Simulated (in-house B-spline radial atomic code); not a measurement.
Results of a calculation; reference values are marked as such.
# Softness against transferability: the 3d channel of Ge

Ge, [Ar] 3d10 4s2 4p2, non-relativistic LDA (VWN5), spherical and spin-unpolarised, from an all-electron radial atomic-structure program (B-spline basis) (atomic units). The all-electron 3d level is ε = -1.117316 hartree and its outer maximum at 0.50 bohr.

Troullier-Martins pseudo-orbitals are made for several radii. The cutoffs (hartree) are the plane-wave energies beyond which the orbital holds less than the named kinetic energy per electron. The phase error is the difference, pseudo minus all-electron, of arctan(R P'/P) at R = 2.4 bohr for all radii, half a hartree below and above the level.

```tsv
r_c (bohr)	V_l(0) (hartree)	cutoff for 10 mEh	for 1 mEh	for 0.1 mEh	phase error at ε − 0.5 (mrad)	at ε + 0.5 (mrad)
1.13	-36.77	82.9	98.6	171	+0.1	+1.1
1.31	-30.18	66.8	79.9	137	+0.4	+2.5
1.5	-25.16	54.5	65.4	111	+0.8	+5.2
1.7	-21.26	45.3	54.5	90.9	+1.8	+9.9
1.89	-18.45	38.7	46.1	76.9	+3.6	+17.0
2.1	-16.03	33	39.4	65	+7.4	+29.0
```

Question: Which radius needs the lowest cutoff for 0.1 mEh while both phase errors stay within 10.0 mrad?

Answer: The radii within that limit are 1.13, 1.31, 1.5, 1.7 bohr; of these r_c = 1.7 needs the least, 90.9 hartree, that is 182 Ry or 2474 eV.

Question: What does the larger radius buy, and what does it cost?

Answer: From r_c = 1.13 to 2.1 bohr the cutoff for 1 mEh goes from 98.6 to 39.4 hartree, a factor of 2.50, against 3.45 for a pure 1/r_c² scaling, end to end; step by step it is 98.6, 79.9, 65.4, 54.5, 46.1, 39.4, and for 0.1 mEh 171, 137, 111, 90.9, 76.9, 65; the number of plane waves goes as the cutoff to the power 3/2, here a factor of 4.0. The larger of the two phase errors is least at r_c = 1.13 bohr, 1.1 mrad; it is 1.1 at the smallest radius and 29.0 at the largest. These errors test the reference atom alone. Large radii also let the cores of neighbours overlap, which an atom doesn't show.
